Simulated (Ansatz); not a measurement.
Two spin states of CI, each at its own minimum; 2S+1 = 2, 4 were tried, and our sources give no spin for the ground state. No spin–orbit coupling.

Each state is the lowest solution found for its spin in def2 and cc sets.

Correlated levels freeze the inner cores; with def2 sets outer-core shells near the valence are correlated too.

Programs: Ansatz (a quantum-chemistry and plane-wave program) with Gaussian orbitals. Each number belongs to the level named beside it. In def2 rows elements past Kr take small-core potentials, without spin–orbit coupling.

PBE/def2-TZVPP gives 42.37 kcal/mol for the energy of the multiplicity-4 state above the multiplicity-2 state.

### Question
How do the other levels lie against it? Give each less PBE: PBE0/def2-TZVPP, wB97X-V/def2-TZVPP, CCSD(T)/def2-TZVPP.

### Answer
PBE0/def2-TZVPP -5.79; wB97X-V/def2-TZVPP -2.17; CCSD(T)/def2-TZVPP -4.32 kcal/mol. 0 of 3 lie above PBE; the widest gap is to PBE0/def2-TZVPP.

Doubts at one or more of the structures used: a spin-contaminated determinant (CCSD(T)/def2-TZVPP).
